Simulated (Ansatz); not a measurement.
Consider the formal exchange of groups at the Se–In bond: `[SeH][InH2]` + `[SeH][SiH2][SeH]` → `[SeH][SiH]([SeH])[SeH]` + `[InH3]`.

Program: Ansatz. Geometries: PBE0-D4/def2-TZVP. ΔE: electronic, gas phase. CCSD(T)/CBS adds triple-zeta CCSD(T) − MP2 to the extrapolated MP2 energy (def2 sets, frozen cores). Elements past krypton have def2 core potentials. For In, Se outer-core shells are correlated without core-valence functions, which leaves a few kJ/mol of doubt a bond. Scalar relativity is left out up to krypton. Each species was taken in one conformer, which may not be the lowest.

```
                 species  CCSD/CBS(def2) energy (Eh)
           `[SeH][InH2]`                 -2592.31361
      `[SeH][SiH2][SeH]`                 -5092.91544
`[SeH][SiH]([SeH])[SeH]`                 -7493.64462
                `[InH3]`                  -191.56003
```

Problem. Work out ΔE.

Solution. ΔE = (-7493.64462) + (-191.56003) − (-2592.31361) − (-5092.91544) = 0.02440 Eh = +0.66 eV. CCSD(T)/CBS gives +0.64 eV.

Largest T1 diagnostic among the species: 0.014.

The D4 term adds −0.11 eV with B3LYP and −0.06 eV with PBE0; it sums over pairs of atoms, weighted by their polarisabilities, and B3LYP, whose exchange is more repulsive, gets the larger term. In def2-TZVPP, CCSD(T) changes the Hartree–Fock value by −0.15 eV (the triples alone add −0.02 eV) and MP2 by −0.17 eV.

B3LYP here is the variant with VWN-RPA as its local correlation; programs differ in this.
